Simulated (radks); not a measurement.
The mean radii <r> (bohr) of the occupied orbitals of an atom or ion are listed with their occupations. Method: Dirac Kohn-Sham, LDA (Slater exchange, Perdew-Wang correlation), spin-unpolarised, spherical densities, finite nucleus; Fermi nuclear charge, rms radius of each element as measured or else 0.836 A^(1/3) + 0.57 fm; computed with a radial shooting solver on a logarithmic mesh with Libxc functionals.

| orbital | occ. | <r> |
|---|---|---|
| 1s1/2 | 2 | 0.02192 |
| 2s1/2 | 2 | 0.09281 |
| 2p1/2 | 2 | 0.07748 |
| 2p3/2 | 4 | 0.08432 |
| 3s1/2 | 2 | 0.2442 |
| 3p1/2 | 2 | 0.2338 |
| 3p3/2 | 4 | 0.2468 |
| 3d3/2 | 4 | 0.2188 |
| 3d5/2 | 6 | 0.2229 |
| 4s1/2 | 2 | 0.5518 |
| 4p1/2 | 2 | 0.5630 |
| 4p3/2 | 4 | 0.5922 |
| 4d3/2 | 4 | 0.6244 |
| 4d5/2 | 6 | 0.6343 |
| 5s1/2 | 2 | 1.229 |
| 5p1/2 | 0.666667 | 1.318 |
| 5p3/2 | 1.33333 | 1.376 |
| 4f5/2 | 2.57143 | 0.7525 |
| 4f7/2 | 3.42857 | 0.7587 |
| 6d3/2 | 0.4 | 3.121 |
| 6d5/2 | 0.6 | 3.144 |

Name the element and its charge. Open shells, if any, are shared by 2j + 1.

Answer. Z = 64, gadolinium, charge +7: Gd7+ in [Kr] 4d10 4f6 5s2 5p2 6d1. The 1s radius gives Z: for a bare nucleus <r> = (2 gamma + 1)/(2Z) with gamma = sqrt(1 - (Z/c)^2), 0.02163 bohr for Z = 64, and screening makes it slightly larger (0.02192 here). The occupations add up to 57, and the charge is Z minus that.
